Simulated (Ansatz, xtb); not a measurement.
**Two isomers of C4H4B2F2**

We compare X, `FB1C=CBC=C1F`, a singlet, with Y, `FB1C=CBC(F)=C1`, a singlet. Both are isolated molecules in the gas phase, relaxed with PBE0-D3(BJ)/def2-SVP.

Which of the two would you expect CCSD(T)/def2-SVP + ΔMP2/def2-TZVPP electronic energies to favour?

Not settled: CCSD(T)/def2-SVP + ΔMP2/def2-TZVPP gives E(Y) − E(X) = −0.045 eV, but this leans on the basis-set step: CCSD(T) alone gives −0.032 eV.

How the difference moves with the method:

```csv
level,geometry,E(Y) − E(X) (eV),departure from the last row (eV),"job, with rough time for the two"
GFN2-xTB,GFN2-xTB,−0.085,−0.041,"optimisation, 0.1 s"
HF/STO-3G,GFN2-xTB,+0.001,+0.046,"single point, 0.32 s"
r2SCAN-D4/def2-SVP,GFN2-xTB,−0.039,+0.006,"single point, 3.8 s"
PBE0-D3(BJ)/def2-SVP,PBE0-D3(BJ)/def2-SVP,−0.030,+0.014,"optimisation, 25 s"
HF/def2-SVP,PBE0-D3(BJ)/def2-SVP,−0.047,−0.002,part of the CCSD(T) run
MP2/def2-SVP,PBE0-D3(BJ)/def2-SVP,−0.028,+0.016,part of the CCSD(T) run
CCSD(T)/def2-SVP,PBE0-D3(BJ)/def2-SVP,−0.032,+0.013,single point
CCSD(T)/def2-SVP + ΔMP2/def2-TZVPP,PBE0-D3(BJ)/def2-SVP,−0.045,,"single point, 62 s"
```

As drawn, both hold the same kinds of bond in the same numbers.

HF/STO-3G finds them nearly level. The largest departure from CCSD(T)/def2-SVP + ΔMP2/def2-TZVPP is that of HF/STO-3G, 0.046 eV. A small imaginary or near-zero mode remains, so no thermal terms are given. The last row adds to CCSD(T) the change of the MP2 difference between the two basis sets, here −0.013 eV.

The correlated steps freeze 8 core orbitals. Codes used: Ansatz 0.2.0, xtb 6.7.1; the last row on 4 threads of Arm Neoverse V1 on a shared host.
